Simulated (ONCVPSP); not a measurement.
# LDA (Perdew-Wang 92) ONCV dataset for aluminium, scalar-relativistic all-electron reference.

* Element: aluminium (Al)
* Generator: ONCVPSP 4.0.1
* Type: optimised norm-conserving Vanderbilt (ONCV)
* Functional: LDA (Perdew-Wang 92)
* Relativity: scalar-relativistic
* Frozen core: [Ne]
* Valence charge: 3
* Reference configuration: 3s1 (charge +2)
* Partial waves: 3s: rc 2.00 bohr, ncon 5, nbas 8, qcut 2.9 1/bohr, 2 projectors, debl 0.5 Ha; p scattering state at 0.09 Ha: rc 1.65 bohr, ncon 3, nbas 7, qcut 4 1/bohr, 1 projector; d scattering state at 0.39 Ha: rc 2.10 bohr, ncon 3, nbas 7, qcut 4.4 1/bohr, 2 projectors, debl 3.7 Ha
* Local potential: polynomial inside 1.15 bohr (lpopt 4, dvloc0 0 Ha)
* Core correction: Teter function, fcfact 2.25, rcfact 1.4

In the s channel the program set the typed energies aside and used -0.879, 0.250 Ha. In the p channel the program set the typed energies aside and used 0.050 Ha. In the d channel the program set the typed energies aside and used 0.050, 3.750 Ha.

What the tests gave:

```json
{
  "Cutoffs needed": "14 Ha and 34 Ha (the cutoffs (Ha) at which the residual kinetic energy of the hardest occupied pseudo-wave falls to 1 and 0.1 mHa per electron) The cutoffs count occupied waves only; projector 2 of the d channel, the hardest unoccupied one, needs 54 Ha at the loose tolerance.",
  "Ghost test": "no bound ghost flagged; GHOST(+) flagged for s at 73.9 eV",
  "Largest excitation error": "+351 meV (all-electron minus pseudo) for 3s0 3p3, out of 4 test configurations",
  "rms error of d²Exc/dni dnj": "19.96 mHa without and 7.35 mHa with the model core"
}
```

Generation and tests took about 2.5 s on one core of a shared server CPU.
